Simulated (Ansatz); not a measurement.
The same path of CH$_{3}$BOSSn (8 atoms, charge 0, multiplicity 1) was run twice with different band settings. Made: B4–H6, B4–H7.

The calculation used RKS PBE0/def2-SVP in Ansatz 0.2.0.

Relaxed end points:

```xyz
8
Properties=species:S:1:pos:R:3
O 1.276 -1.816 2.241
C 1.027 -1.209 1.308
S 2.315 -0.878 -0.677
B 0.797 -0.430 0.009
Sn -0.977 0.816 -0.610
H -1.000 2.310 0.235
H -0.887 1.134 -2.289
H -2.458 0.015 -0.272
```

```xyz
8
Properties=species:S:1:pos:R:3
O 0.985 -1.798 1.651
C 0.937 -0.968 0.816
S 2.230 -0.108 -0.267
B 0.397 0.076 -0.155
Sn -1.464 1.382 -1.172
H -0.107 1.181 0.312
H -0.346 -0.302 -1.153
H -2.540 0.480 -0.087
```

Common settings: movable images 5; climbing image yes; optimiser quadratic models (default); start path through a guess of the saddle point; force threshold 0.03 eV/Å; end points relaxed.

| run | spring | iteration limit |
| --- | --- | --- |
| 1 | 5.0 eV/Å² | 43 |
| 2 | 20.0 eV/Å² | 56 |

Problem. What does each run give, and how far can it be trusted?

Solution. Run 1: converged after 20 iterations, highest image 1.724 eV above the first end. Neighbouring images differ by up to 1.6 eV, so the band resolves the path poorly. A vibrational analysis at the climbing image gives one clearly imaginary mode, 941i cm⁻¹: a first-order saddle point.
Run 2: converged after 23 iterations, highest image 1.723 eV above the first end. Neighbouring images differ by up to 1.6 eV, so the band resolves the path poorly. Another band between the same ends (5 images) ends at a top of the same energy, where a vibrational analysis finds 1 clearly imaginary mode.
